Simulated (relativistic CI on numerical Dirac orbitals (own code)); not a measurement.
**Forbidden transitions in Zr4+**

These numbers are calculated, not measured: Dirac-Coulomb-Breit CI, orbitals from a KLI potential per configuration, model QED, valence Slater integrals scaled by 0.85, P86 correlation estimate, and configurations built on the next ion tied to the tabulated ionisation energy (semi-empirical) (own radial code, finite nucleus).

Configuration list (outside the closed core [Ar] 3d10): 4s2 4p6, 4s2 4p5 4d, 4s2 4p5 5s, 4s2 4p5 5p, 4s2 4p5 5d, 4s2 4p5 6s, 4s2 4p5 4f, 4s2 4p5 5f, 4s2 4p4 4d2, 4s 4p6 4d, 4s 4p6 4f, 4s2 4p4 4f2, 4p6 4d2, 4s2 4p5 6p, 4s2 4p5 6d, 4s2 4p5 5g, 4s2 4p4 4d 4f, 4s2 4p5 6f, 4s 4p6 5s, 4s 4p5 4d2, 4s2 4p4 4d 5s, 4s 4p6 5p, 4s 4p6 5d, 4p6 4f2. Levels of other configurations are missing.

| λ vac (nm) | Lower | Upper | Type | A (s⁻¹) | log gf |
| --- | --- | --- | --- | --- | --- |
| 126.50 | 4s2 4p5 4d 1D°_2 [9] | 4s2 4p5 5s 3P°_0 [16] | E2 | 1.88e+03 | -6.35 |
| 331.39 | 4s2 4p5 4d 3P°_1 [3] | 4s2 4p5 4d 3D°_2 [11] | M1 | 6.15e+00 | -7.30 |
| 351.36 | 4s2 4p5 4d 3P°_2 [4] | 4s2 4p5 4d 1F°_3 [12] | M1 | 6.90e+00 | -7.05 |
| 370.86 | 4s2 4p5 4d 3P°_1 [3] | 4s2 4p5 4d 1D°_2 [9] | M1 | 3.55e+00 | -7.44 |
| 385.80 | 4s2 4p5 4d 3P°_2 [4] | 4s2 4p5 4d 3D°_2 [11] | M1 | 3.49e+01 | -6.41 |
| 415.97 | 4s2 4p5 4d 3F°_4 [5] | 4s2 4p5 4d 1F°_3 [12] | M1 | 5.95e+01 | -5.97 |
| 440.35 | 4s2 4p5 4d 3P°_2 [4] | 4s2 4p5 4d 1D°_2 [9] | M1 | 2.17e+00 | -7.50 |
| 542.61 | 4s2 4p5 4d 3F°_2 [7] | 4s2 4p5 4d 1F°_3 [12] | M1 | 3.64e+00 | -6.95 |
| 593.75 | 4s2 4p5 4d 3P°_2 [4] | 4s2 4p5 4d 3D°_3 [8] | M1 | 3.53e+00 | -6.88 |
| 624.07 | 4s2 4p5 4d 3F°_3 [6] | 4s2 4p5 4d 1D°_2 [9] | M1 | 3.11e+01 | -6.04 |
| 699.93 | 4s2 4p5 4d 3P°_1 [3] | 4s2 4p5 4d 3F°_2 [7] | M1 | 1.04e-01 | -8.42 |
| 788.82 | 4s2 4p5 4d 3F°_2 [7] | 4s2 4p5 4d 1D°_2 [9] | M1 | 1.12e+01 | -6.28 |
| 860.65 | 4s2 4p5 4d 3D°_3 [8] | 4s2 4p5 4d 1F°_3 [12] | M1 | 1.07e+01 | -6.08 |
| 1101.5 | 4s2 4p5 4d 3D°_3 [8] | 4s2 4p5 4d 3D°_2 [11] | M1 | 7.49e+00 | -6.17 |
| 2350.0 | 4s2 4p5 4d 3P°_1 [3] | 4s2 4p5 4d 3P°_2 [4] | M1 | 1.03e+00 | -6.37 |

Terms are leading LS components. Brackets give the number of a level in order of energy, since labels repeat. The list gives strong lines, with weight on those to low levels, without configurations that were not tied to measured data, among the lowest 273 of 859 levels, so that lines to higher ones, which can be the strongest, are missing, and without 18 lines that miss the measured interval by over 7 %, start from a term whose rates miss tabulated ones by over 60 %, have gauges far apart or, lacking measured levels, span too small a gap for the errors found; lines with a level outside our table were not tested and can miss by more. Levels whose partners in the same complex of configurations lie outside the list can be far off, and so can their lines. Rates are taken at the computed energies, electric ones in the length gauge.

Configurations that consist of the next ion and one excited electron were tied to the tabulated ionisation energy; Rydberg ones are usually within 1,000 to 3,000 cm⁻¹ and the lowest ones within about 6,000 (9,000 in d shells), while levels on excited terms of the next ion carry the error of that term, and the other configurations can be misplaced by 10,000 cm⁻¹ or more. Rates follow the energies as ν³ (E1, M1) or ν⁵ (E2), so rates, branching and lifetimes can be off by large factors. 43 of the 69 excited levels that our extract of the measured tables holds in this range could be paired (the sources list more); they are missed by 3094 cm⁻¹ on average and 5657 at most, and levels without a partner can miss by more.

LS names give the leading component of a level, which can be under half, so a name can repeat, a term be missing and a line seem to break the LS rules.
